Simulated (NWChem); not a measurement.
System: C2H5ClOSi; SMILES Cl[SiH]1COC1

NWChem printed, in part:

```
             Northwest Computational Chemistry Package (NWChem) 7.3.0
             --------------------------------------------------------

 CS  symmetry detected

                             Geometry "geometry" -> ""
                             -------------------------

 Output coordinates in angstroms (scale by  1.889725989 to convert to a.u.)

  No.       Tag          Charge          X              Y              Z
 ---- ---------------- ---------- -------------- -------------- --------------
    1 Cl                  17.0000    -0.22238872     2.04409590     0.00000000
    2 Si                  14.0000     0.53108508     0.11596328     0.00000000
    3 C                    6.0000    -0.20163953    -1.21273132    -1.13208700
    4 O                    8.0000    -0.19755090    -2.09517030     0.00000000
    5 C                    6.0000    -0.20163953    -1.21273132     1.13208700
    6 H                    1.0000     2.01758377     0.22082906     0.00000000
    7 H                    1.0000     0.38992205    -1.63502688    -1.95911700
    8 H                    1.0000    -1.22596458    -1.00487660    -1.49655900
    9 H                    1.0000    -1.22596458    -1.00487660     1.49655900
   10 H                    1.0000     0.38992205    -1.63502688     1.95911700

 Effective nuclear repulsion energy (a.u.)     283.7063704967

      Symmetry information
      --------------------

 Group name             Cs
 Group number              2
 Group order               2
 No. of unique centers     7

                                 NWChem DFT Module
                                 -----------------

 Summary of "ao basis" -> "ao basis" (spherical)
 ------------------------------------------------------------------------------
       Tag                 Description            Shells   Functions and Types
 ---------------- ------------------------------  ------  ---------------------
 Cl                         def2-svp                 8       18   4s3p1d
 Si                         def2-svp                 8       18   4s3p1d
 C                          def2-svp                 6       14   3s2p1d
 O                          def2-svp                 6       14   3s2p1d
 H                          def2-svp                 3        5   2s1p

      Symmetry analysis of basis
      --------------------------

        a'         64
        a"         39

            General Information
            -------------------
          SCF calculation type: DFT
          Wavefunction type:  closed shell.
          No. of atoms     :    10
          No. of electrons :    56
           Alpha electrons :    28
            Beta electrons :    28
          Charge           :     0
          Spin multiplicity:     1
          Use of symmetry is: on ; symmetry adaption is: on
          Maximum number of iterations: 150
          AO basis - number of functions:   103
                     number of shells:    49
          Convergence on energy requested:  1.00D-06
          Convergence on density requested:  1.00D-05
          Convergence on gradient requested:  5.00D-04

              XC Information
              --------------
                         B3LYP Method XC Potential
                     Hartree-Fock (Exact) Exchange  0.200
                        Slater Exchange Functional  0.800 local
                    Becke 1988 Exchange Functional  0.720 non-local
              Lee-Yang-Parr Correlation Functional  0.810
                  VWN I RPA Correlation Functional  0.190 local

             Grid Information
             ----------------
          Grid used for XC integration:  medium
          Radial quadrature: Mura-Knowles
          Angular quadrature: Lebedev.
          Tag              B.-S. Rad. Rad. Pts. Rad. Cut. Ang. Pts.
          ---              ---------- --------- --------- ---------
          Cl                  1.00       88          11.0       590
          Si                  1.10       88           8.0       590
          C                   0.70       49          10.0       434
          O                   0.60       49          10.0       434
          H                   0.35       45          11.0       434
          Grid pruning is: on
          Number of quadrature shells:   409
          Spatial weights used:  Erf1

      Superposition of Atomic Density Guess
      -------------------------------------

 Sum of atomic energies:        -900.49923350

      Non-variational initial energy
      ------------------------------

 Total energy =    -902.805122
 1-e energy   =   -1806.722494
 2-e energy   =     620.211001
 HOMO         =      -0.302783
 LUMO         =       0.075678

      Symmetry analysis of molecular orbitals - initial
      -------------------------------------------------

  Numbering of irreducible representations:

     1 a'          2 a"

  Orbital symmetries:

     1 a'          2 a'          3 a'          4 a'          5 a"
     6 a'          7 a'          8 a'          9 a"         10 a'
    11 a'         12 a'         13 a"         14 a'         15 a'
    16 a"         17 a'         18 a'         19 a'         20 a"
    21 a'         22 a'         23 a"         24 a"         25 a'
    26 a'         27 a"         28 a'         29 a'         30 a"
    31 a'         32 a'         33 a'         34 a"         35 a"
    36 a'         37 a"         38 a'

     ---------------------------------------------
      Total Density - Mulliken Population Analysis
     ---------------------------------------------

[...]
```

Level: B3LYP/def2-SVP. The geometry was optimised at PBE0/def2-SVP.

**Question.** Write an input that gives this output.

**Answer.** This is not unique; one that fits is the input that was run:
```
start job
memory heap 200 mb stack 900 mb global 1100 mb
geometry units angstroms noautoz
  Cl    -0.199714    -2.044334     0.000000
  Si     0.586122    -0.129163     0.000000
  C     -0.124124     1.211682    -1.132087
  O     -0.105176     2.093927     0.000000
  C     -0.124124     1.211682     1.132087
  H      2.070644    -0.259046     0.000000
  H      0.474465     1.623956    -1.959117
  H     -1.151804     1.021106    -1.496559
  H     -1.151804     1.021106     1.496559
  H      0.474465     1.623956     1.959117
end
basis spherical
  * library def2-svp
end
dft
  xc b3lyp
  iterations 150
  mulliken
end
task dft energy
```
